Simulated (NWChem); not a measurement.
System: C₃H₇NSi; SMILES C1[SiH2]C(C)=N1

Input file for NWChem:

```
start job
memory heap 200 mb stack 900 mb global 1100 mb
geometry units angstroms noautosym nocenter noautoz
  C      0.380619     2.177040    -0.000212
  C      0.003627     0.734177    -0.000052
  N     -1.229224     0.310655     0.000042
  C     -1.117357    -1.179713     0.001062
  Si     0.796242    -0.999754    -0.000915
  H     -0.529368     2.809809     0.001743
  H      0.999551     2.422272     0.888467
  H      0.996016     2.422948    -0.891178
  H     -1.605642    -1.622800    -0.892429
  H     -1.603211    -1.620814     0.896861
  H      1.571080    -1.438201    -1.220993
  H      1.575603    -1.439966     1.215684
end
basis spherical
  C library def2-svp
  N library def2-svp
  Si library def2-svp
  H library def2-svp
end
dft
  xc b3lyp
  iterations 150
  mulliken
end
task dft energy
esp
  recalculate
  probe 0.07
  range 0.3
  factor 1.0
  spacing 0.02
end
task esp
```

Excerpt of the output:

```
             Northwest Computational Chemistry Package (NWChem) 7.3.0
             --------------------------------------------------------

                             Geometry "geometry" -> ""
                             -------------------------

 Output coordinates in angstroms (scale by  1.889725989 to convert to a.u.)

  No.       Tag          Charge          X              Y              Z
 ---- ---------------- ---------- -------------- -------------- --------------
    1 C                    6.0000     0.38061900     2.17704000    -0.00021200
    2 C                    6.0000     0.00362700     0.73417700    -0.00005200
    3 N                    7.0000    -1.22922400     0.31065500     0.00004200
    4 C                    6.0000    -1.11735700    -1.17971300     0.00106200
    5 Si                  14.0000     0.79624200    -0.99975400    -0.00091500
    6 H                    1.0000    -0.52936800     2.80980900     0.00174300
    7 H                    1.0000     0.99955100     2.42227200     0.88846700
    8 H                    1.0000     0.99601600     2.42294800    -0.89117800
    9 H                    1.0000    -1.60564200    -1.62280000    -0.89242900
   10 H                    1.0000    -1.60321100    -1.62081400     0.89686100
   11 H                    1.0000     1.57108000    -1.43820100    -1.22099300
   12 H                    1.0000     1.57560300    -1.43996600     1.21568400

 Effective nuclear repulsion energy (a.u.)     213.8746128534

                                 NWChem DFT Module
                                 -----------------

 Summary of "ao basis" -> "ao basis" (spherical)
 ------------------------------------------------------------------------------
       Tag                 Description            Shells   Functions and Types
 ---------------- ------------------------------  ------  ---------------------
 C                          def2-svp                 6       14   3s2p1d
 N                          def2-svp                 6       14   3s2p1d
 Si                         def2-svp                 8       18   4s3p1d
 H                          def2-svp                 3        5   2s1p

            General Information
            -------------------
          SCF calculation type: DFT
          Wavefunction type:  closed shell.
          No. of atoms     :    12
          No. of electrons :    46
           Alpha electrons :    23
            Beta electrons :    23
          Charge           :     0
          Spin multiplicity:     1
          Use of symmetry is: off; symmetry adaption is: off
          Maximum number of iterations: 150
          AO basis - number of functions:   109
                     number of shells:    53
          Convergence on energy requested:  1.00D-06
          Convergence on density requested:  1.00D-05
          Convergence on gradient requested:  5.00D-04

              XC Information
              --------------
                         B3LYP Method XC Potential
                     Hartree-Fock (Exact) Exchange  0.200
                        Slater Exchange Functional  0.800 local
                    Becke 1988 Exchange Functional  0.720 non-local
              Lee-Yang-Parr Correlation Functional  0.810
                  VWN I RPA Correlation Functional  0.190 local

             Grid Information
             ----------------
          Grid used for XC integration:  medium
          Radial quadrature: Mura-Knowles
          Angular quadrature: Lebedev.
          Tag              B.-S. Rad. Rad. Pts. Rad. Cut. Ang. Pts.
          ---              ---------- --------- --------- ---------
          C                   0.70       49          11.0       434
          N                   0.65       49          10.0       434
          Si                  1.10       88          11.0       590
          H                   0.35       45          12.0       434
          Grid pruning is: on
          Number of quadrature shells:   599
          Spatial weights used:  Erf1

      Superposition of Atomic Density Guess
      -------------------------------------

 Sum of atomic energies:        -459.35211057

      Non-variational initial energy
      ------------------------------

 Total energy =    -462.203168
 1-e energy   =   -1053.758686
 2-e energy   =     377.680905
 HOMO         =      -0.267278
 LUMO         =      -0.024095

     ---------------------------------------------
      Total Density - Mulliken Population Analysis
     ---------------------------------------------

    Atom       Charge   Shell Charges
 -----------   ------   -------------------------------------------------------
    1 C    6     6.18   1.99  0.96  0.13  2.05  1.03  0.02
    2 C    6     6.00   1.99  1.00  0.32  1.74  0.89  0.06
    3 N    7     7.56   1.99  1.09  0.63  2.35  1.48  0.03
    4 C    6     6.24   1.99  0.97  0.28  1.95  1.02  0.03
    5 Si  14    13.43   2.00  1.99  1.02  0.28  5.94  1.08  0.96  0.16
    6 H    1     0.91   0.66  0.22  0.02
    7 H    1     0.88   0.65  0.20  0.02
    8 H    1     0.88   0.65  0.20  0.02
    9 H    1     0.89   0.67  0.20  0.02
   10 H    1     0.89   0.67  0.20  0.02
   11 H    1     1.07   0.69  0.38  0.01
   12 H    1     1.07   0.69  0.38  0.01

   convergence    iter        energy       DeltaE   RMS-Dens  Diis-err
 ---------------- ----- ----------------- --------- --------- ---------
 d= 0,ls=0.0,diis     1   -462.4630212749 -6.76D+02  1.26D-02  4.50D-01
 d= 0,ls=0.0,diis     2   -462.4251930448  3.78D-02  8.63D-03  8.20D-01
 d= 0,ls=0.0,diis     3   -462.5124491072 -8.73D-02  1.94D-03  1.15D-01
 d= 0,ls=0.0,diis     4   -462.5251830144 -1.27D-02  5.20D-04  2.63D-03
 d= 0,ls=0.0,diis     5   -462.5255054020 -3.22D-04  1.59D-04  3.05D-04
  Resetting Diis
 d= 0,ls=0.0,diis     6   -462.5255446798 -3.93D-05  4.76D-05  2.61D-05
 d= 0,ls=0.0,diis     7   -462.5255484149 -3.74D-06  2.14D-05  1.29D-06
 d= 0,ls=0.0,diis     8   -462.5255482606  1.54D-07  1.16D-05  2.72D-06
 d= 0,ls=0.0,diis     9   -462.5255485660 -3.05D-07  2.97D-06  1.75D-07

         Total DFT energy =     -462.525548566032
      One electron energy =    -1057.988489207039
           Coulomb energy =      428.230017595881
    Exchange-Corr. energy =      -46.641689808267
 Nuclear repulsion energy =      213.874612853393

 Numeric. integr. density =       46.000016699292

                       DFT Final Molecular Orbital Analysis
                       ------------------------------------

 Vector   21  Occ=2.000000D+00  E=-3.044147D-01
              MO Center= -2.0D-01, -3.9D-01,  1.1D-04, r^2= 3.2D+00
   Bfn.  Coefficient  Atom+Function         Bfn.  Coefficient  Atom+Function
  ----- ------------  ---------------      ----- ------------  ---------------
    46      0.360544   4 C  px               19      0.280084   2 C  py
    65     -0.217134   5 Si py               49      0.204196   4 C  px
     5     -0.196028   1 C  py               17     -0.182130   2 C  s
    45      0.168573   4 C  s                64     -0.161978   5 Si px
    68     -0.161761   5 Si py               75     -0.129833   6 H  s

 Vector   22  Occ=2.000000D+00  E=-2.907245D-01
              MO Center= -6.0D-01,  2.9D-01, -2.1D-04, r^2= 2.9D+00
   Bfn.  Coefficient  Atom+Function         Bfn.  Coefficient  Atom+Function
  ----- ------------  ---------------      ----- ------------  ---------------
    34      0.394923   3 N  pz               20     -0.334060   2 C  pz
    37     -0.270283   3 N  pz               23     -0.248745   2 C  pz
    90     -0.167773   9 H  s                95      0.168035  10 H  s
    48      0.164006   4 C  pz                6      0.132935   1 C  pz
    80      0.131815   7 H  s                85     -0.132185   8 H  s

 Vector   23  Occ=2.000000D+00  E=-2.348423D-01
              MO Center= -7.1D-01,  5.6D-02,  2.9D-04, r^2= 2.8D+00
   Bfn.  Coefficient  Atom+Function         Bfn.  Coefficient  Atom+Function
  ----- ------------  ---------------      ----- ------------  ---------------
    32      0.386047   3 N  px               35     -0.276631   3 N  px
    33     -0.270304   3 N  py               31      0.267737   3 N  s
     3     -0.208044   1 C  s                18      0.197111   2 C  px
    36      0.194338   3 N  py               59      0.194561   5 Si s
    60      0.185832   5 Si s                47     -0.175674   4 C  py

 Vector   24  Occ=0.000000D+00  E=-2.246393D-02
              MO Center= -2.7D-01,  3.3D-01,  1.9D-05, r^2= 2.8D+00
   Bfn.  Coefficient  Atom+Function         Bfn.  Coefficient  Atom+Function
  ----- ------------  ---------------      ----- ------------  ---------------
    37      0.472015   3 N  pz               23     -0.445005   2 C  pz
    34     -0.438155   3 N  pz               69     -0.417083   5 Si pz
    20     -0.405705   2 C  pz              101     -0.326897  11 H  s
   106      0.325862  12 H  s                86     -0.144540   8 H  s
    81      0.143675   7 H  s                80      0.106709   7 H  s

 Vector   25  Occ=0.000000D+00  E= 3.236193D-03
              MO Center=  8.5D-01, -1.0D+00, -8.7D-04, r^2= 3.8D+00
   Bfn.  Coefficient  Atom+Function         Bfn.  Coefficient  Atom+Function
  ----- ------------  ---------------      ----- ------------  ---------------
    68      0.982917   5 Si py               45      0.930695   4 C  s
    17     -0.710842   2 C  s                67      0.545196   5 Si px
    49      0.297538   4 C  px               21     -0.269404   2 C  px
    22      0.242401   2 C  py               91     -0.212403   9 H  s
    96     -0.212386  10 H  s                65      0.192831   5 Si py

 Vector   26  Occ=0.000000D+00  E= 5.117454D-02
              MO Center=  6.7D-01, -1.0D+00, -7.5D-04, r^2= 5.5D+00
   Bfn.  Coefficient  Atom+Function         Bfn.  Coefficient  Atom+Function
  ----- ------------  ---------------      ----- ------------  ---------------
    67      1.457169   5 Si px               45      1.435788   4 C  s
    68     -0.841174   5 Si py              101     -0.816239  11 H  s
   106     -0.817147  12 H  s                 3      0.809568   1 C  s
    91     -0.515096   9 H  s                96     -0.515240  10 H  s
    22     -0.477228   2 C  py               59      0.465146   5 Si s

     ---------------------------------------------
      Total Density - Mulliken Population Analysis
     ---------------------------------------------

    Atom       Charge   Shell Charges
 -----------   ------   -------------------------------------------------------
    1 C    6     5.91   1.98  0.92  0.02  2.13  0.83  0.03
    2 C    6     6.21   1.99  0.96  0.33  2.02  0.87  0.06
    3 N    7     7.22   1.99  1.06  0.62  2.30  1.22  0.03
    4 C    6     6.06   1.99  0.93  0.20  2.08  0.84  0.04
    5 Si  14    13.59   2.00  1.98  1.07  0.23  5.93  1.28  0.88  0.21
    6 H    1     0.97   0.73  0.22  0.02
    7 H    1     0.97   0.74  0.21  0.02
    8 H    1     0.97   0.74  0.21  0.02
    9 H    1     0.95   0.74  0.20  0.02
   10 H    1     0.95   0.74  0.20  0.02
   11 H    1     1.09   0.74  0.34  0.01
   12 H    1     1.09   0.74  0.34  0.01

     -------------------------------------------
      Total Density - Lowdin Population Analysis
     -------------------------------------------

    Atom       Charge   Shell Charges
 -----------   ------   -------------------------------------------------------
    1 C    6     6.08   1.96  0.58  0.30  1.90  1.26  0.07
    2 C    6     6.13   1.97  0.66  0.34  1.86  1.18  0.12
    3 N    7     7.11   1.97  0.83  0.51  2.16  1.58  0.06
    4 C    6     6.14   1.96  0.62  0.34  1.87  1.27  0.08
    5 Si  14    13.51   2.00  1.93  0.68  0.35  5.81  1.29  1.12  0.32
    6 H    1     0.96   0.63  0.27  0.06
    7 H    1     0.96   0.63  0.27  0.06
    8 H    1     0.96   0.63  0.27  0.06
    9 H    1     0.98   0.64  0.27  0.07
   10 H    1     0.98   0.64  0.27  0.07
   11 H    1     1.10   0.64  0.43  0.02
   12 H    1     1.10   0.64  0.43  0.02

     Multipole analysis of the density
     ---------------------------------

     L   x y z        total         alpha         beta         nuclear
     -   - - -        -----         -----         ----         -------
     0   0 0 0     -0.000000    -23.000000    -23.000000     46.000000

     1   1 0 0      0.589468      0.721639      0.721639     -0.853810
     1   0 1 0     -0.170266     -0.179904     -0.179904      0.189541
     1   0 0 1      0.000603      0.009347      0.009347     -0.018090

     2   2 0 0    -30.960047    -87.229407    -87.229407    143.498768
     2   1 1 0      2.340202     -4.368325     -4.368325     11.076852
     2   1 0 1     -0.001076      0.046648      0.046648     -0.094372
     2   0 2 0    -27.000009   -162.994857   -162.994857    298.989704
     2   0 1 1     -0.002099     -0.001388     -0.001388      0.000677
     2   0 0 2    -28.945983    -25.459539    -25.459539     21.973096

                     NWChem Electrostatic Potential Fit Module
                     -----------------------------------------

 Atom parameters

 Number of atoms is                                   12
 Number of basis functions is                        109

 Grid parameters

 Maximum number of grid points is                  47929
 Number of grid points is                          47928
 Grid range                                     0.300000 nm
 Grid spacing                                   0.020000 nm
 Probe radius                                   0.070000 nm
 Atom radius factor                             1.000000

 Atomic radii

    1    0.100000
    6    0.147000
    7    0.140000
   14    0.187000
 FASTESP  F
  using M.O. file = ./job.movecs

    Atom              Coordinates                           Charge

                                                  ESP

    1 C     0.038062    0.217704   -0.000021   -0.173116
    2 C     0.000363    0.073418   -0.000005    0.323483
    3 N    -0.122922    0.031066    0.000004   -0.500121
    4 C    -0.111736   -0.117971    0.000106    0.218772
    5 Si    0.079624   -0.099975   -0.000092    0.138471
    6 H    -0.052937    0.280981    0.000174    0.057098
    7 H     0.099955    0.242227    0.088847    0.043060
    8 H     0.099602    0.242295   -0.089118    0.043457
    9 H    -0.160564   -0.162280   -0.089243   -0.010568
   10 H    -0.160321   -0.162081    0.089686   -0.010635
   11 H     0.157108   -0.143820   -0.122099   -0.064620
   12 H     0.157560   -0.143997    0.121568   -0.065280
                                            ------------
                                               -0.000000

 Dipole moment                                  0.600393

 Quadrupole moment Qxx                         -4.851904
                   Qyy                          5.569207
                   Qzz                         -0.717303

 RMS deviation kJ/mol                           0.065150

 RRMS %                                        42.217058
```

Level: B3LYP/def2-SVP. All runs use the structure optimised with PBE-D3(BJ)/def2-SVP. Not confirmed as a minimum by frequencies.
